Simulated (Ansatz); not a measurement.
CoO₃F₃H₆⁻ (relaxed from a model of mer-[CoF3(H2O)3]-, whose bonding it doesn't keep). Charge -1, multiplicity 4. Geometry B3LYP-D4/def2-SVPD.

```csv
atom,x (Å),y (Å),z (Å)
Co1,0.221,0.172,0.301
F2,1.994,-0.446,-0.190
F3,-1.078,0.038,-1.058
F4,-0.042,1.540,1.572
O5,0.859,-1.275,-2.675
O6,0.663,-1.452,1.752
O7,-2.486,2.142,0.283
H8,1.480,-1.079,-1.952
H9,0.033,-0.873,-2.352
H10,0.814,-0.935,2.555
H11,1.504,-1.428,1.239
H12,-1.717,2.145,0.882
H13,-2.244,1.451,-0.358
```

HSE06 is defined as in plane-wave codes, on full-range PBE exchange. In the quartet geometry the species has come apart into loosely held pieces. Another isomer (quartet) lies 0.15 eV lower at PBE0-D4/def2-TZVPD; other spin states weren't run for this one.

Problem. Estimate the α-spin orbital energies around the gap (eV) in Ansatz with PBE-D4/def2-TZVPD, r2SCAN-D4/def2-TZVPD, HSE06-D4/def2-TZVPD, BHLYP-D4/def2-TZVPD, ωB97X-V/def2-TZVPD.

Solution. 
```
orbital  PBE-D4/def2-TZVPD  r2SCAN-D4/def2-TZVPD  HSE06-D4/def2-TZVPD  BHLYP-D4/def2-TZVPD  ωB97X-V/def2-TZVPD
HOMO−13              -5.29                 -5.70                -6.84                -9.38               -9.96
HOMO−12              -4.64                 -5.04                -6.38                -9.07               -9.46
HOMO−11              -4.53                 -4.95                -6.20                -8.78               -9.25
HOMO−10              -4.49                 -4.89                -6.09                -8.50               -9.17
 HOMO−9              -4.28                 -4.66                -5.75                -8.08               -8.75
 HOMO−8              -4.18                 -4.53                -5.60                -7.93               -8.60
 HOMO−7              -4.09                 -4.47                -5.55                -7.87               -8.54
 HOMO−6              -2.75                 -3.34                -4.92                -7.63               -7.84
 HOMO−5              -2.69                 -3.12                -4.68                -7.31               -7.61
 HOMO−4              -2.65                 -3.07                -4.46                -7.23               -7.47
 HOMO−3              -2.43                 -3.03                -4.27                -6.87               -7.22
 HOMO−2              -2.20                 -2.74                -4.20                -6.80               -7.18
 HOMO−1              -2.09                 -2.68                -4.12                -6.33               -7.10
   HOMO              -2.05                 -2.59                -4.03                -6.24               -7.07
   LUMO               1.99                  2.56                 2.33                 3.07                4.04
 LUMO+1               3.08                  3.63                 3.41                 4.12                5.01
 LUMO+2               3.40                  4.00                 3.66                 4.25                5.06
 LUMO+3               3.66                  4.20                 3.87                 4.44                5.23
 LUMO+4               4.22                  4.90                 4.47                 5.05                5.89
 LUMO+5               4.42                  5.04                 4.67                 5.24                6.06
 β HOMO              -0.77                 -1.26                -3.05                -5.98               -6.11
 β LUMO               0.36                  1.00                 2.12                 3.04                4.01
```
